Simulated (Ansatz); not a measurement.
Basis-set extrapolation for `N[SiH2]C=O` (PBE0-D4/def2-TZVP geometry, frozen core, Ansatz 0.2.0). Multiplicity 1, RHF reference.

|  | def2-TZVPP | def2-QZVPP |
| --- | --- | --- |
| HF | -459.113587 | -459.130994 |
| MP2 correlation | -0.722826 | -0.776741 |
| CCSD(T) correlation | -0.784156 | not run |

Energies in hartree. Use E(X) = E(∞) + A·exp(−7.88·√X) for Hartree–Fock and E(X) = E(∞) + B·X^(−2.97) for correlation, with X = 3 and 4, and add CCSD(T) minus MP2 of the smaller set to the MP2 limit.

Question: What is the CCSD(T) energy at the basis-set limit?

Answer: HF limit: -459.130994 + (-0.017407) × 0.13774 = -459.13339. MP2 limit: -0.776741 + (-0.053915) × 0.74074 = -0.81668. Higher-order term: -0.784156 − (-0.722826) = -0.06133. Total: -460.01140 hartree, 3.09 eV below CCSD(T)/def2-TZVPP.
